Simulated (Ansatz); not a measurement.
C6H3N7, SMILES C12=NC=NC3=NC=NC(=NC=N2)N13. Atoms are numbered in the order given.

```xyz
16

C      1.3055     2.2612     0.0000
N      2.0433     1.1621     0.0000
C      1.4026     0.0000     0.0000
N      2.0433    -1.1621     0.0000
C      1.3055    -2.2612     0.0000
N     -0.0152    -2.3506     0.0000
C     -0.7013    -1.2147     0.0000
N     -2.0281    -1.1885     0.0000
C     -2.6110     0.0000     0.0000
N     -2.0281     1.1885     0.0000
C     -0.7013     1.2147     0.0000
N     -0.0152     2.3506     0.0000
N      0.0000     0.0000     0.0000
H      1.8538     3.2109     0.0000
H      1.8538    -3.2109     0.0000
H     -3.7076     0.0000     0.0000
```
Charge 0, spin multiplicity 1.

Coordinates come from a CAM-B3LYP-D3(BJ)/def2-SVP optimisation.

Two levels are set side by side: PBE-D3(BJ)/def2-SVP (Ansatz, a first-principles code) and CAM-B3LYP-D3(BJ)/def2-SVP (Ansatz). Each level has its own optimised geometry; the coordinates shown are those of the second. Differences are taken from unrounded values.

```
quantity              CAM-B3LYP-D3(BJ)  PBE-D3(BJ)  PBE-D3(BJ) minus CAM-B3LYP-D3(BJ)
--------------------  ----------------  ----------  ---------------------------------
mean bond length (Å)             1.300       1.313                              0.013
bond C1–N2 (Å)                   1.324       1.338                              0.014
bond C1–N12 (Å)                  1.324       1.338                              0.014
bond N2–C3 (Å)                   1.327       1.340                              0.013
bond C3–N4 (Å)                   1.327       1.340                              0.013
bond C3–N13 (Å)                  1.403       1.417                              0.014
bond N4–C5 (Å)                   1.324       1.338                              0.014
bond C5–N6 (Å)                   1.324       1.338                              0.014
bond N6–C7 (Å)                   1.327       1.340                              0.013
bond C7–N8 (Å)                   1.327       1.340                              0.013
bond C7–N13 (Å)                  1.403       1.417                              0.014
bond N8–C9 (Å)                   1.324       1.338                              0.014
bond C9–N10 (Å)                  1.324       1.338                              0.014
bond N10–C11 (Å)                 1.327       1.340                              0.013
bond C11–N12 (Å)                 1.327       1.340                              0.013
bond C11–N13 (Å)                 1.403       1.417                              0.014
bond C1–H14 (Å)                  1.097       1.106                              0.009
```

Exact exchange shortens and stiffens bonds; PBE has none. Differences between two approximate levels are no errors against the true value.
